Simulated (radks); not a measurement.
Values are calculated unless marked as measured or tabulated.
Problem. The mean radii <r> (bohr) of the occupied orbitals of an atom or ion are listed with their occupations. Code: a radial shooting solver on a logarithmic mesh with Libxc functionals. Model: Dirac Kohn-Sham, PBE, spin-unpolarised, spherical densities, point nucleus.

orbital  occ.      <r>
1s1/2       2  0.04408
2s1/2       2   0.1957
2p1/2       2   0.1685
2p3/2       4   0.1723
3s1/2       2   0.5692
3p1/2       2   0.5756
3p3/2       4   0.5857
3d3/2       4   0.6059
3d5/2       5   0.6098
4s1/2       1    1.701
4p1/2       2    2.075
4p3/2       4    2.120

Name the element and its charge. Open shells, if any, fill j = l - 1/2 first.

Solution. Z = 34, selenium, charge 0: Se in [Ar] 3d9 4s1 4p6. The 1s radius gives Z: for a bare nucleus <r> = (2 gamma + 1)/(2Z) with gamma = sqrt(1 - (Z/c)^2), 0.0432 bohr for Z = 34, and screening makes it slightly larger (0.04408 here). The occupations add up to 34, and the charge is Z minus that.
